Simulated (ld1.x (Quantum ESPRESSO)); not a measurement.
## Pseudopotential generation for P: PAW, LDA (PZ), scalar-relativistic.

- Element: P
- Generator: ld1.x (Quantum ESPRESSO) 7.5
- Type: PAW
- Functional: LDA (PZ)
- Relativity: scalar-relativistic
- Frozen core: [He]
- Valence charge: 13
- Reference configuration: 2s2 2p6 3s2 3p1 (charge +2)
- Partial waves: 2s (bound): rcut 0.70, rcutus 0.75 bohr; 3s (bound): rcut 0.70, rcutus 0.75 bohr; 2p (bound): rcut 0.75, rcutus 0.90 bohr; 3p (bound): rcut 0.75, rcutus 0.90 bohr; 3d channel at 0.45 Ry: rcut 0.75, rcutus 0.85 bohr
- Local potential: all-electron potential smoothed inside 0.65 bohr (lloc = -1)
- Core correction: Bessel-smoothed model core, default radius (core density twice the valence density)
- Augmentation charge: BESSEL, radius 0.65 bohr

All-electron outer shells of the reference configuration (LDA (PZ), scalar-relativistic, ld1.x):

```tsv
shell	level (eV)	outermost node (bohr)	outermost maximum (bohr)
2s	-196.67	0.14	0.42
2p	-148.11	–	0.35
3s	-34.02	0.65	1.50
3p	-24.40	0.63	1.68
```

Task: Estimate the cutoffs (Ry, on a coarse ladder) from which the occupation-weighted sum of valence levels, in a spherical-Bessel basis at the reference potential, stays within 10 and 1 mRy of its value at 400 Ry.

Result: 160 Ry and 260 Ry.

Task: Does the potential have ghost states?

Result: No extra level below or beside the all-electron valence levels (s, p, d, f tested).

Task: Is the overlap operator S = 1 + Σ q|β⟩⟨β| positive definite (Bessel basis up to 400 Ry)?

Result: Yes: its lowest eigenvalue is 0.11 (s channel).

Task: Which valence shell sets the plane-wave cutoff?

Result: 3p: its level needs 260 Ry to come within 1 mRy, against 160 Ry for 2p.

Task: Tests: 2s2 2p6 3s2 3p3; 2s2 2p6 3s2 3p2; 2s2 2p6 3s2 3p0; 2s2 2p6 3s1 3p4; 2s2 2p6 3s1 3p0; 2s2 2p6 3s0 3p5; 2s2 2p6 3s2 3p2.5. Which has the largest error in its energy relative to the reference configuration, and how large is it?

Result: 2s2 2p6 3s1 3p0, with -1.8 meV (all-electron minus pseudo) on +82.08 eV.
